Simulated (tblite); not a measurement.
Compound: C8H9OP.
Geometry (GFN2-xTB, Å), atoms numbered from 1 in this order:
```
atom  x, y, z in Å
C1    -0.5535    2.4554   -0.5006
C2     0.1045    1.5171    0.4857
O3     0.7468    1.9218    1.4239
C4    -0.1151    0.0627    0.2093
C5    -1.4260   -0.3493   -0.0296
C6    -1.7793   -1.6615   -0.2858
C7    -0.8633   -2.6892   -0.3541
P8     0.8428   -2.5211   -0.1156
C9     0.9711   -0.8081    0.2119
C10    2.3597   -0.3030    0.4806
H11   -1.5590    2.6842   -0.1502
H12    0.0042    3.3878   -0.5392
H13   -0.6198    2.0100   -1.4893
H14   -2.2114    0.3910    0.0118
H15   -2.8255   -1.8874   -0.4454
H16   -1.2209   -3.6876   -0.5737
H17    2.6388    0.4714   -0.2339
H18    2.4188    0.1339    1.4759
H19    3.0775   -1.1189    0.4109
```

Level: GFN2-xTB in tblite, geometry and Hessian alike; calculated harmonic values, unscaled, isolated species. Errors from tens to a few hundred cm⁻¹ against measured bands are possible. One conformer, not necessarily the lowest.

Harmonic wavenumbers (cm⁻¹): 25.2, 84.4, 101.9, 122.7, 162.4, 195.7, 271.1, 306.4, 340.3, 384.7, 411.3, 460.8, 528.8, 559.0, 648.0, 665.4, 731.4, 755.3, 846.4, 867.6, 892.3, 919.4, 965.8, 992.1, 1012.8, 1032.5, 1116.2, 1158.1, 1170.1, 1217.0, 1240.0, 1338.1, 1364.3, 1388.7, 1400.5, 1451.9, 1460.8, 1468.0, 1475.7, 1509.0, 1537.5, 1750.5, 3000.7, 3014.5, 3018.3, 3027.2, 3040.7, 3044.1, 3052.4, 3054.6, 3085.8.

A = 1955, B = 942.7, C = 681.8 MHz; mass 152.039 u (most abundant isotopes); point group C1, symmetry number 1.

Q: What is the zero-point energy?

A: Half the sum of the wavenumbers: 31834 cm⁻¹ = 380.82 kJ/mol.

Q: Give the ideal-gas entropy at 298.15 K and 1 bar in the rigid-rotor, harmonic-oscillator model (classical rotation).

A: Translation 171.51, rotation 125.21, vibration 132.82: S = 429.6 J/(mol K).

Q: And Cp and H(298.15 K) − H(0)?

A: Cp = 167.77 J/(mol K), of which vibrations give 134.51 (their classical limit is 51 R = 424.0); H(298.15 K) − H(0) = 30.31 kJ/mol without the zero-point energy, 20.39 from vibrations.

Q: What must be added to the electronic energy to get the Gibbs energy at 298.15 K and 1 bar?

A: ZPE + [H(298.15 K) − H(0)] − T·S = 380.82 + 30.31 − 128.07 = 283.06 kJ/mol.

Q: Which modes carry the vibrational entropy at 298.15 K?

A: 25.2 cm⁻¹: 25.84; 84.4 cm⁻¹: 15.84; 101.9 cm⁻¹: 14.30; 122.7 cm⁻¹: 12.79; 162.4 cm⁻¹: 10.55; 195.7 cm⁻¹: 9.09 J/(mol K); the other 45 give 44.41 together.

Q: How do the functions run with temperature in this model?

A: 
| T (K) | S (J/(mol K)) | Cp (J/(mol K)) | H − H(0) (kJ/mol) | G − H(0) (kJ/mol) | ln q(vib) |
| --- | --- | --- | --- | --- | --- |
| 150 | 339.1 | 103.1 | 10.27 | -40.60 | 3.62 |
| 250 | 401.9 | 146.6 | 22.74 | -77.74 | 6.42 |
| 400 | 484.9 | 210.3 | 49.60 | -144.36 | 10.54 |
| 600 | 583.3 | 275.4 | 98.60 | -251.41 | 15.91 |
| 900 | 707.6 | 336.3 | 191.18 | -445.70 | 23.45 |

q(vib) and H(0) count from the zero-point level.

Q: Blend soft modes into free rotors: weight 1/[1 + (100 cm⁻¹/ν̃)⁴] for the oscillator and the rest for a rotor with moment μB/(μ + B), μ = h/(8π²ν), B = 10⁻⁴⁴ kg m². What vibrational entropy results?

A: 120.89 J/(mol K) in place of 132.82, which changes −T·S at 298.15 K by +3.56 kJ/mol.

Hindered rotation and anharmonicity are outside this model. Other conformers, if any are populated, would add a mixing term that is left out. The structure is chiral; the term R ln 2 for an equal mix with its mirror image is left out.
